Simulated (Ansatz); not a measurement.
B(NH2)3 (BN3H6). Charge 0, multiplicity 1. Geometry PBE-D4/def2-SVP.

```
atom    x (Å)    y (Å)    z (Å)
  B1   0.0097   0.0074  -0.0099
  N2  -0.8857  -0.6292  -0.9385
  H3  -1.8154  -0.2605  -1.1270
  H4  -0.8059  -1.6159  -1.1756
  N5   1.2610  -0.6179   0.3325
  H6   1.8032  -0.3052   1.1356
  H7   1.4564  -1.5882   0.0936
  N8  -0.3321   1.2863   0.5649
  H9  -1.0887   1.8423   0.1687
 H10   0.3976   1.8808   0.9556
```

LC-ωPBE has ω = 0.4 bohr⁻¹.

Estimate the orbital energies around the gap (eV) in Ansatz with HF/STO-3G, LDA (SPW92)/def2-TZVP, revPBE-D4/def2-TZVP, r2SCAN-D4/def2-TZVP, LC-ωPBE/def2-TZVP.


| orbital | HF/STO-3G | LDA (SPW92)/def2-TZVP | revPBE-D4/def2-TZVP | r2SCAN-D4/def2-TZVP | LC-ωPBE/def2-TZVP |
| --- | --- | --- | --- | --- | --- |
| HOMO−5 | -14.66 | -10.80 | -10.74 | -11.16 | -15.33 |
| HOMO−4 | -13.07 | -9.72 | -9.56 | -10.00 | -14.11 |
| HOMO−3 | -13.02 | -9.69 | -9.53 | -9.96 | -14.07 |
| HOMO−2 | -11.08 | -7.62 | -7.35 | -7.76 | -12.18 |
| HOMO−1 | -8.01 | -5.39 | -5.18 | -5.55 | -9.58 |
| HOMO | -7.95 | -5.35 | -5.13 | -5.50 | -9.53 |
| LUMO | 11.64 | -0.12 | 0.06 | 0.76 | 2.84 |
| LUMO+1 | 16.10 | 1.04 | 1.15 | 2.05 | 3.92 |
| LUMO+2 | 17.02 | 1.09 | 1.19 | 2.13 | 3.97 |
| LUMO+3 | 17.12 | 1.87 | 1.97 | 2.80 | 4.91 |
| LUMO+4 | 19.30 | 1.96 | 2.04 | 2.97 | 4.98 |
| LUMO+5 | 19.43 | 2.12 | 2.45 | 2.98 | 5.34 |
